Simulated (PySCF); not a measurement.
# Dipole response of O⁺ (oxygen, charge +1)

[He] 2s2 2p3, high-spin 4S determinant. Calculation: PySCF 2.14, in aug-cc-pVQZ-DK (6s5p4d3f2g, 80 functions); scalar relativity by spin-free X2C-1e. Coupled (time-dependent) response in atomic units; α is the mean over directions.

| method | mean α (bohr³) | C₆ (like pair) | S(−4) |
| --- | --- | --- | --- |
| UHF | 2.628 | 4.955 | 4.980 |
| PBE | 2.687 | 5.301 | 4.330 |
| PBE0 | 2.636 | 5.139 | 4.287 |
| PW91 | 2.687 | 5.290 | 4.369 |
| BLYP | 2.651 | 5.232 | 4.054 |

S(−4) is the Cauchy moment in α(ω) = α(0) + S(−4) ω² + …

α(iu) at PBE:

| u (hartree) | α(iu) (bohr³) |
| --- | --- |
| 0 | 2.687 |
| 0.0500 | 2.676 |
| 0.100 | 2.644 |
| 0.200 | 2.530 |
| 0.300 | 2.369 |
| 0.500 | 2.010 |
| 0.750 | 1.610 |
| 1.00 | 1.298 |
| 1.50 | 0.8782 |
| 2.00 | 0.6258 |
| 3.00 | 0.3587 |
| 5.00 | 0.1604 |

For an ion, C₆ is the dispersion term alone; charge-induced terms of lower order in 1/R come first.
